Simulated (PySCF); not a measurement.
Precursor series Zr NH2-H. All species are isolated molecules in the gas phase. One relaxed conformer stands for each flexible species; it need not be the lowest.

The HOMO from two functionals at the same geometries (BP86-D3(BJ)/def2-SVP), both in PySCF: PBE-D3(BJ)/def2-TZVP and B3LYP-D3(BJ)/def2-TZVP. B3LYP has the VWN-RPA correlation part, as in Gaussian. 

```tsv
species	B3LYP-D3(BJ)/def2-TZVP (eV)
0 of 4 NH2 replaced by H ([Zr(NH2)4])	-6.46
1 of 4 NH2 replaced by H ([Zr(NH2)3(H)])	-6.84
2 of 4 NH2 replaced by H ([Zr(NH2)2(H)2])	-7.21
3 of 4 NH2 replaced by H	-7.70
4 of 4 NH2 replaced by H	-8.34
```

Task: What does PBE-D3(BJ)/def2-TZVP give for each?

Result: 
- 0 of 4 NH2 replaced by H ([Zr(NH2)4]): -5.34
- 1 of 4 NH2 replaced by H ([Zr(NH2)3(H)]): -5.70
- 2 of 4 NH2 replaced by H ([Zr(NH2)2(H)2]): -6.06
- 3 of 4 NH2 replaced by H: -6.57
- 4 of 4 NH2 replaced by H: -7.20
Over these rows, drawn at random from the members with no instability flagged (it was tested for open shells, ions and some series alone), PBE minus B3LYP-D3(BJ): mean +1.13 eV, from +1.13 eV to +1.14 eV.
